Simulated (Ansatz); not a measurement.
CH₂OZn, one more setting.

```yaml
crystal:
  periodic: [false, false, false]
  atoms:
    - {symbol: C, position_ang: [-0.403264, 0.421953, -0.458864]}
    - {symbol: O, position_ang: [-0.922645, -0.515965, 0.071874]}
    - {symbol: Zn, position_ang: [1.673485, -1.741271, 1.782545]}
    - {symbol: H, position_ang: [-0.965564, 1.098369, -1.132181]}
    - {symbol: H, position_ang: [0.667888, 0.663416, -0.304773]}
basis:
  gaussian: {orbitals: def2-mTZVPP}
hamiltonian: {xc: {name: HF}, dispersion: d4}
```

```sh
$ ansatz run in.yaml --threads 2 --pin off --events-out ev --progress --plain --max-ram 4352MiB
```

Shortened log:

```
Functional definition: HF
852 factors; integrals over basis functions are off by at most 9.7e-4 eV
mean field evaluation 1: about -51473.8469 eV, gradient 3.4e1 eV
mean field evaluation 2: about -51473.8669 eV, gradient 3.4e1 eV
mean field evaluation 4: about -51476.1377 eV, gradient 2.2e0 eV
mean field evaluation 8: about -51476.1646 eV, gradient 2.8e-1 eV
mean field -51476.16512851 eV, -1891.7141766748 hartree, gradient 1.9e-5 eV, S^2 0.000000; 0 other end points of the search recorded, 0 dependent functions left out
reference -51476.16512851 eV, -1891.7141766748 hartree; 23, 23 occupied and 63, 63 virtual orbitals, 852 factors
Total energy: -51476.39168558 eV, -1891.7225024935 hartree
```

Hardware: 2 threads of an Arm Neoverse V2 on a shared host. Wall time 0.45 s, peak host memory 0.13 GiB.
